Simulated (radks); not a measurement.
Removal energies from the neodymium ion Nd11+, [Kr] 4d10 5s2 5p1, by Delta-SCF beside the eigenvalue of the level emptied. Method: scalar-relativistic Kohn-Sham, BLYP, spin-polarised, spherical densities, finite nucleus; Fermi nuclear charge, rms radius of each element as measured or else 0.836 A^(1/3) + 0.57 fm; computed with a radial shooting solver on a logarithmic mesh with Libxc functionals. Open shells are filled with parallel spins first.

| removed from | final configuration | Delta-SCF (eV) | -eigenvalue (eV) |
|---|---|---|---|
| 5p | [Kr] 4d10 5s2 | 182.60 | 174.62 |
| 5s | [Kr] 4d10 5s1 5p1 | 207.39 | 198.81 |
| 4d | [Kr] 4d9 5s2 5p1 | 324.17 | 309.26 |
| 4p | [Ar] 3d10 4s2 4p5 4d10 5s2 5p1 | 436.72 | 421.18 |
